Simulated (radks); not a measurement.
All-electron atom: Ca3+ in [Ne] 3s2 3p4.5 4p0.5 (fractional occupations, a model configuration). All-electron calculation, Dirac Kohn-Sham, PBE, spin-unpolarised, spherical densities, point nucleus; open shells fill j = l - 1/2 first. Program: a radial shooting solver on a logarithmic mesh with Libxc functionals. Some entries of the table are withheld. Estimate them.

| orbital | occ. | eigenvalue (eV) | <r^2> (bohr^2) | r(max) (bohr) |
|---|---|---|---|---|
| 1s1/2 | 2 | -3991.730 | 0.007942 | 0.05028 |
| 2s1/2 | 2 | -455.7133 | 0.1567 | 0.2998 |
| 2p1/2 | 2 | -378.7287 | 0.1312 | 0.2450 |
| 2p3/2 | 4 | -375.0297 | 0.1331 | 0.2471 |
| 3s1/2 | 2 | -83.5545 | 1.418 | 0.9764 |
| 3p1/2 | 2 | -63.9824 | 1.630 | 1.013 |
| 3p3/2 | 2.5 | -63.5412 | 1.646 | 1.018 |
| 3d3/2 | 0 | -34.5339 | 2.342 | 1.064 |
| 3d5/2 | 0 | -34.4965 | 2.347 | 1.065 |
| 4s1/2 | 0 | (1) | 8.836 | 2.578 |
| 4p1/2 | 0.5 | -20.9467 | (2) | 2.891 |
| 4p3/2 | 0 | -20.8701 | (3) | 2.902 |

Answer. 
(1) 4s1/2 eigenvalue (eV): -25.7903
(2) 4p1/2 <r^2> (bohr^2): 11.13
(3) 4p3/2 <r^2> (bohr^2): 11.21
